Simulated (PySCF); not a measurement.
# Reading the logs of faulty runs: BCClH5N

Calculated results; nothing here was measured. They come from PySCF 2.14.0, an open-source quantum chemistry program, on an isolated molecule that a program drew, which may never have been made. The molecule is BCClH5N (charge 0, singlet), drawn as the SMILES string `CB(N)Cl`.

Each row is a Hartree-Fock (HF) and frozen-core CCSD(T) single point in the cc-pV(D+d)Z basis, meant for a local HF minimum. Run 1 is clean. Each other run has one planted mistake out of seven kinds, and not every kind appears here: one electron removed, one electron added, multiplicity raised by two, geometry at a saddle point, minimal basis STO-3G, one bond length entered in bohr, all coordinates scaled. The reference is restricted for singlets and unrestricted otherwise, and also for a bond in bohr. Adding or removing an electron swaps singlet and doublet. Electrons count all cores. HOMO and LUMO are orbital energies over both spins, the gradient is its largest component, and the lowest frequency (negative if imaginary) is given only where the gradient is small. Bond lengths are over the 8 bonds as drawn. T1 is the CCSD diagnostic: over 0.02 (restricted) or 0.045 (unrestricted) a single reference is doubtful.

Geometry of the clean run:
```xyz
9
BCClH5N, angstrom
C     0.1850   -1.8618   -0.7109
B    -0.0744   -1.5980    0.8208
N    -1.3060   -1.7484    1.4416
Cl    1.3061   -1.0635    1.8555
H     0.9559   -2.6272   -0.8389
H     0.5622   -0.9550   -1.1927
H    -0.7131   -2.1856   -1.2431
H    -2.1213   -2.0398    0.9444
H    -1.4515   -1.5757    2.4143
```

```
run  electrons  basis functions  <S^2>  HOMO (eV)  LUMO (eV)  gradient (hartree/bohr)  lowest frequency (cm^-1)  mean bond (Å)  longest bond (Å)      T1  HF (hartree)  CCSD(T) (hartree)                     mistake
  1         40               90  0.000     -11.45       4.78                  1.2e-05                       125         1.2559             1.806  0.0109    -579.53749         -580.13514                    no fault
  2         40               90  0.000     -11.36       3.89                  6.2e-02                         -         1.3589             1.954  0.0137    -579.48704         -580.09872      all coordinates scaled
  3         41               90  0.762       2.87       9.71                  8.9e-02                         -         1.2559             1.806  0.0099    -579.39382         -580.00526          one electron added
  4         40               90  2.022      -4.37      -0.49                  1.4e-01                         -         1.2559             1.806  0.0286    -579.30538         -579.87813  multiplicity raised by two
  5         40               29  0.000      -9.83       8.28                  3.6e-02                         -         1.2559             1.806  0.0143    -573.11971         -573.30770        minimal basis STO-3G
  6         39               90  0.762     -17.34      -7.79                  1.4e-01                         -         1.2559             1.806  0.0509    -579.18717         -579.75363                           ?
```

**Which mistake was planted in run 6, and what did it cost?**

It counts 39 electrons, one fewer than the clean run, at the same geometry and basis. So the mistake is: one electron removed. Subtracting run 1 and multiplying by 627.51 kcal/mol a hartree, the energy moved by 219.8 kcal/mol in HF and 239.4 kcal/mol in CCSD(T).

Cautions from the logs. Run 3: the HOMO is above zero, so the electron isn't bound and the energy depends on the basis; run 6: T1 is over the limit, so its CCSD(T) energy is less reliable.
